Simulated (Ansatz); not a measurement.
Single points on Cd5CuS4I4.

```yaml
crystal:
  periodic: [false, false, false]
  atoms:
    - {symbol: Cu, position_ang: [0.321215, -2.092064, 0.539708]}
    - {symbol: Cd, position_ang: [0.454256, -0.586992, -2.405604]}
    - {symbol: Cd, position_ang: [-1.836551, 0.728147, 0.658599]}
    - {symbol: Cd, position_ang: [-0.261937, -0.454152, 3.113798]}
    - {symbol: Cd, position_ang: [0.398113, 2.506465, -0.692536]}
    - {symbol: Cd, position_ang: [2.045420, 0.132445, 0.845365]}
    - {symbol: S, position_ang: [-1.381361, -1.342717, -0.690287]}
    - {symbol: S, position_ang: [1.647805, -1.849467, 2.372064]}
    - {symbol: S, position_ang: [2.278157, 1.113960, -1.420409]}
    - {symbol: S, position_ang: [0.242856, 1.822515, 1.884204]}
    - {symbol: I, position_ang: [1.690508, -3.082892, -1.480702]}
    - {symbol: I, position_ang: [-0.276060, 0.326362, -4.834856]}
    - {symbol: I, position_ang: [-3.026654, -0.255121, 3.201415]}
    - {symbol: I, position_ang: [-2.295787, 3.033513, -1.090760]}
basis:
  gaussian: {orbitals: def2-SVP, initial_orbitals: start.molden}
magnetization: {spin_polarized: true, initial_magnetization: 1}
hamiltonian: {xc: {name: LC-wPBE, parameters: {omega: 0.15/bohr}}}
scf: {omitted_lower_state_checks: [starts]}
output: {orbitals: {seedname: orbitals}}
```

The file start.molden holds the orbitals of an earlier run on this structure, at another level or in another basis.

```sh
$ ansatz run in.yaml --threads 2 --pin off --events-out ev --progress --plain --max-ram 32768MiB --backend cuda --devices 0, --max-vram 18GiB
```

Output, abridged:

```
Functional definition: LC-wPBE
4008 factors; their error is unknown
304 factors; integrals over basis functions are off by at most 2.3e-6 eV
mean field evaluation 1: about -143180.0939 eV, gradient 3.4e1 eV
mean field evaluation 2: about -143180.6740 eV, gradient 1.0e0 eV
mean field evaluation 4: about -143180.5867 eV, gradient 1.3e-1 eV
mean field evaluation 8: about -143180.5869 eV, gradient 2.6e-5 eV
mean field -143180.58687558 eV, -5261.7895163900 hartree, gradient 2.6e-5 eV, S^2 0.752982; 0 other end points of the search recorded, 0 dependent functions left out
reference -143180.58687565 eV, -5261.7895163926 hartree; 147, 146 occupied and 215, 216 virtual orbitals, 4008 factors
Total energy: -143180.58687565 eV, -5261.7895163926 hartree
Checks for a lower state left out: starts
```

Hardware: 2 threads of AMD EPYC 7R13 on a shared host and a share (18 GiB) of an NVIDIA H100 80GB HBM3. Wall time 12 s, peak host memory 1.2 GiB.

The first input with `gaussian: {orbitals: def2-TZVP, fitting: {mean_field: def2-universal-jkfit}, initial_orbitals: start.molden}`, `hamiltonian: {xc: {name: BHLYP}, dispersion: d4}` (abridged; 20 s):

```
Functional definition: BHLYP
mean field -143208.33042352 eV, -5262.8090729716 hartree, gradient 3.5e-5 eV, S^2 0.764958
Total energy: -143211.52757477 eV, -5262.9265661128 hartree
Checks for a lower state left out: starts
```

The first input with `hamiltonian: {xc: {name: LC-wPBE, parameters: {omega: 0.2/bohr}}}` (abridged; 9.5 s):

```
Functional definition: LC-wPBE
mean field -143182.08555659 eV, -5261.8445919014 hartree, gradient 2.3e-5 eV, S^2 0.754462
Total energy: -143182.08555663 eV, -5261.8445919028 hartree
Checks for a lower state left out: starts
```

As the first input, with `gaussian: {orbitals: def2-TZVP, fitting: {mean_field: def2-universal-jkfit}, initial_orbitals: start.molden}`, `hamiltonian: {xc: pbe0, dispersion: d4}` (abridged; 12 s):

```
Functional definition: PBE0
mean field -143207.87478410 eV, -5262.7923285319 hartree, gradient 2.0e-5 eV, S^2 0.757191
Total energy: -143209.57794547 eV, -5262.8549185576 hartree
Checks for a lower state left out: starts
```

First input, but with `hamiltonian: {xc: pbe}`, `correlation: {method: rpa, frozen_orbitals: {Cd: 0, Cu: 9, I: 4, S: 5}}` and without the key `output` (abridged; 13 s):

```
Functional definition: PBE
mean field -143175.07465714 eV, -5261.5869460986 hartree, gradient 2.2e-6 eV, S^2 0.751331
45 core orbitals not correlated, not the lowest: weight in the atoms' cores, before any rotation towards them, 1.000 or more for the frozen orbitals, at most 0.000 for the correlated occupied ones
Total energy: -142964.09785116 eV, -5253.8336914842 hartree
Checks for a lower state left out: starts
```

As the first input, with `gaussian: {orbitals: def2-TZVP, fitting: {mean_field: def2-universal-jkfit}, initial_orbitals: start.molden}`, `hamiltonian: {xc: r2scan, dispersion: d4}`, `output: {forces: true, orbitals: {seedname: orbitals}}` (abridged; 24 s):

```
Functional definition: r2SCAN
mean field evaluation 16: about -143247.3548 eV, gradient 1.4e-5 eV
mean field -143247.35480487 eV, -5264.2431925346 hartree, gradient 4.6e-6 eV, S^2 0.753929
Total energy: -143247.82982096 eV, -5264.2606490540 hartree
Atom 0 force    -0.017287     0.009482    -0.098638 eV/Å
Atom 1 force    -0.031862     0.118694    -0.041143 eV/Å
Atom 2 force     0.148228    -0.025163     0.004520 eV/Å
Atom 3 force     0.084077     0.040533    -0.189136 eV/Å
Atom 4 force     0.069197    -0.225168     0.021033 eV/Å
Atom 5 force    -0.121246     0.076029    -0.062677 eV/Å
Atom 6 force     0.301128     0.028176     0.199156 eV/Å
Atom 7 force    -0.337621     0.269867    -0.273169 eV/Å
Atom 8 force    -0.278474    -0.015908     0.272003 eV/Å
Atom 9 force    -0.036647    -0.191889    -0.104357 eV/Å
Atom 10 force    -0.107772     0.076587     0.098961 eV/Å
Atom 11 force     0.049902    -0.074916     0.150731 eV/Å
Atom 12 force     0.149982     0.006624    -0.053160 eV/Å
Atom 13 force     0.128394    -0.092948     0.075876 eV/Å
Dipole moment:     0.105752     0.394460     1.290340 e Å
Checks for a lower state left out: starts
```

First input, but with `hamiltonian: {xc: pbe0, dispersion: d4}` (abridged; 8.5 s):

```
Functional definition: PBE0
mean field -143180.44837332 eV, -5261.7844265259 hartree, gradient 2.5e-5 eV, S^2 0.755929
Total energy: -143182.15153929 eV, -5261.8470167207 hartree
Checks for a lower state left out: starts
```

Geometry: PBE-D4/def2-SVP.

In the def2 sets Cd, I take a core potential; there is no spin–orbit coupling. Correlated methods freeze 45 core orbitals; core or outer-core shells of Cd, I are correlated, in sets that lack core-valence functions. Single mean-field runs in def2-TZVP are fitted with def2-universal-jkfit.
